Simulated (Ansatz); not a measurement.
CH7AlBNO. Total charge 0; spin multiplicity 1. The bonds changed during the relaxation, so this is another structure than the one it started from. Geometry: relaxed with PBE0-D4/def2-TZVP. It is one conformer, not always the lowest.

```xyz
12

B     0.899    0.052   -1.471
C    -0.067   -0.676   -0.645
N     0.227   -1.049    0.766
Al   -0.140    0.889    0.709
O    -1.717    1.290    1.210
H     1.996    0.302   -1.044
H     0.572    0.427   -2.559
H    -1.060   -0.989   -0.951
H    -0.435   -1.700    1.165
H     1.170   -1.395    0.889
H     1.068    1.753    1.213
H    -2.512    1.096    0.719
```

What is the dipole moment at B3LYP/def2-TZVPP? (Estimate.)

Ansatz gave: 3.83 D, with components (-1.16, -3.46, 1.15) D in this frame, pointing from negative to positive charge.

And with PBE, r2SCAN, ωB97M-V? (Estimate.)

Computed: PBE 3.91 D, r2SCAN 3.93 D, ωB97M-V 3.84 D.

Give the Mulliken charges with B3LYP, r2SCAN, PBE in def2-TZVPP. (Best estimate.)

The calculation gave: 
| atom | B3LYP | r2SCAN | PBE |
| --- | --- | --- | --- |
| B1 | -0.26 | -0.20 | -0.27 |
| C2 | -0.18 | -0.20 | -0.16 |
| N3 | -0.08 | -0.08 | -0.06 |
| Al4 | 0.47 | 0.50 | 0.37 |
| O5 | -0.42 | -0.45 | -0.38 |
| H6 | 0.02 | 0.00 | 0.01 |
| H7 | 0.01 | -0.01 | 0.00 |
| H8 | 0.10 | 0.08 | 0.09 |
| H9 | 0.15 | 0.15 | 0.16 |
| H10 | 0.17 | 0.17 | 0.18 |
| H11 | -0.13 | -0.14 | -0.11 |
| H12 | 0.16 | 0.18 | 0.17 |

B3LYP here is the variant with VWN-RPA as its local correlation; programs differ in this.
